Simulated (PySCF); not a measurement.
**AsO: frontier orbitals**

PBEsol at R = 1.646 Å; basis As pcseg-1, O pcseg-1; no relativity; PySCF 2.14. State: ²Π (doublet), unpaired electrons π ↑. Only the outer orbitals are listed, counted within each symmetry.

```
spin  orbital  occ.  ε (eV)  on As (%)           main shells (%)
   α       8σ     1  -24.41         17           79 O s, 10 As s
   α       9σ     1  -14.08         75   72 As s, 13 O s, 12 O p
   α      10σ     1   -8.93         40  57 O p, 26 As p, 14 As s
   α       4π     1   -8.90         31           69 O p, 29 As p
   α       4π     1   -8.80         31           69 O p, 29 As p
   α       5π     1   -4.49         74           71 As p, 26 O p
   α       5π     0   -4.49         74           71 As p, 26 O p
   α      11σ     0   -0.16         92  73 As p, 12 As d, 12 O p
   α      12σ     0    5.21        100                  101 As s
   β       8σ     1  -24.08         17           78 O s, 10 As s
   β       9σ     1  -13.55         72   70 As s, 14 O p, 14 O s
   β       4π     1   -8.72         30           70 O p, 28 As p
   β      10σ     1   -8.62         41  55 O p, 26 As p, 16 As s
   β       4π     1   -8.05         29           71 O p, 26 As p
   β       5π     0   -4.17         75           73 As p, 25 O p
   β       5π     0   -3.34         76           74 As p, 24 O p
   β      11σ     0    0.16         93  74 As p, 12 O p, 12 As d
```

Which are the highest filled and the lowest empty level, where do they sit, and how wide is the gap?

Highest filled α 5π at -4.49 eV (in %: 71 As p, 26 O p); lowest empty α 5π at -4.49 eV (in %: 71 As p, 26 O p); the gap at PBEsol is 0.00 eV. Both belong to one degenerate shell, split only by its one-sided filling, so this is no excitation gap.

The bond order (Mayer) is 2.14, the ⟨S²⟩ is 0.751 and the charge on As (Mulliken, basis-dependent) is 0.45. The charge on As (Löwdin, basis-dependent) is 0.28. The dipole moment (positive dipole means As(−)O(+)) is -2.49 D.

Shares are Mulliken populations and can fall outside 0 to 100 %.

Spin–orbit coupling is left out. The state was picked by a PBE0 search and need not be the measured ground state.
